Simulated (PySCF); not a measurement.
Si(OSiH3)2(F)2 (F2H6O2Si3), SMILES O([Si](F)(O[SiH3])F)[SiH3].

Geometry: r2SCAN-D4/def2-SVP. One conformer was computed; it need not be the lowest.

Computed with SMD-M06-2X/6-31G* (PySCF).

Solvation free energies are E(SMD) − E(gas) at the gas-phase geometry, for 1 M in both phases. In vacuum the dipole moment is 2.32 D.

```
solvent       ΔG(solv) (kcal/mol)  its non-electrostatic (CDS) part  dipole (D)
------------  -------------------  --------------------------------  ----------
water                         2.2                               4.9        2.72
diethylether                  ___                               ___         ___
methanol                     -2.0                               0.5        2.71
```

**Question.** Complete the blanks. (An estimate is asked for; the answer gives what the named calculation found.)

**Answer.** 
- diethylether, ΔG(solv) (kcal/mol): -2.5
- diethylether, its non-electrostatic (CDS) part: -0.9
- diethylether, dipole (D): 2.58
